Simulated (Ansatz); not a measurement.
`F[SiH]([GaH2])[SeH]`. Total charge 0; spin multiplicity 1. The structure was optimised at the PBE0-D4/def2-TZVP level. It is one conformer, not always the lowest.

```xyz
8

F     1.566   -1.119    1.283
Si    0.354   -0.969    0.241
Ga    0.364    1.013   -1.099
Se   -1.654   -0.687    1.296
H     0.182   -2.289   -0.417
H     0.583    2.389   -0.375
H    -0.036    0.961   -2.614
H    -1.359    0.701    1.686
```

Question: What is the dipole moment at ωB97M-V/def2-TZVPP? (Estimate.)

Answer: Computed: 1.21 D, with components (0.10, 0.61, -1.04) D in this frame, pointing from negative to positive charge.

Question: And with PBE, r2SCAN, B3LYP? (An estimate is asked.)

Answer: The calculation gave: PBE 0.88 D, r2SCAN 0.97 D, B3LYP 1.06 D.

Question: Give the Mulliken charges with ωB97M-V, r2SCAN, B3LYP in def2-TZVPP. (Estimate.)

Answer: The calculation gave: 
```tsv
atom	ωB97M-V	r2SCAN	B3LYP
F1	-0.30	-0.31	-0.31
Si2	0.40	0.46	0.48
Ga3	0.08	0.16	0.11
Se4	-0.20	-0.19	-0.18
H5	-0.03	-0.08	-0.08
H6	-0.02	-0.05	-0.04
H7	-0.02	-0.06	-0.05
H8	0.09	0.08	0.07
```

B3LYP here is the variant with VWN-RPA as its local correlation; programs differ in this.
